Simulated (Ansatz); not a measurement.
Cartesian coordinates (Å):
```xyz
8

F      1.6426    -1.1575    -1.0627
Si     1.1199    -0.1018     0.0221
F      1.8497     1.2897    -0.2870
F      1.6430    -0.5992     1.4515
Si    -1.2056     0.1096    -0.0237
H     -1.6169     0.5760    -1.3809
H     -1.8145    -1.2214     0.2705
H     -1.6182     1.1046     1.0101
```
Charge 0, spin multiplicity 1.

The numbers are results of frozen-core CCSD(T)/def2-TZVPP // PBE-D3(BJ)/def2-TZVP (Ansatz, a program for electronic structure), not measurements.

```yaml
HF energy: -878.29942 Ha
MP2 correlation energy: -0.98623 Ha
```

Task: Estimate the CCSD correlation energy, the (T) correction, the total energy and the T1 diagnostic.

Result: 
```yaml
CCSD correlation energy: -1.01385 Ha
"(T) correction": -0.02982 Ha
CCSD(T) total energy: -879.34308 Ha
T1 diagnostic: 0.013
```
